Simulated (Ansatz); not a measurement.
CoF3⁺. The state is a sextet with charge 1. Geometry PBE0-D4/def2-TZVP, that of the neutral quintet; atoms count from 1.

Cartesian coordinates in Å:
```
Co 0.0003 0.0000 -0.0002
F 0.7787 1.5324 -0.0114
F -0.8150 -0.5389 1.4138
F 0.0360 -0.9935 -1.4022
```

Question: Estimate the Mulliken populations from the PBE0/def2-TZVP orbitals of Ansatz.

Answer: 
| atom | charge (e) | spin (α − β) | d electrons |
| --- | --- | --- | --- |
| Co1 | 1.53 | 3.24 | 6.88 |
| F2 | -0.18 | 0.59 | – |
| F3 | -0.18 | 0.59 | – |
| F4 | -0.18 | 0.59 | – |
Mulliken values depend strongly on the basis.

Question: Where does the spin sit?

Answer: Summed by element: Co 3.24, F 1.76, of 5 unpaired in all. Largest on single atoms: Co1 3.24, F3 0.59, F4 0.59.

Question: And the Mayer bond orders between heavy atoms (over 0.3)?

Answer: Co1–F2 1.08 (1.72 Å); Co1–F3 1.08 (1.72 Å); Co1–F4 1.08 (1.72 Å).
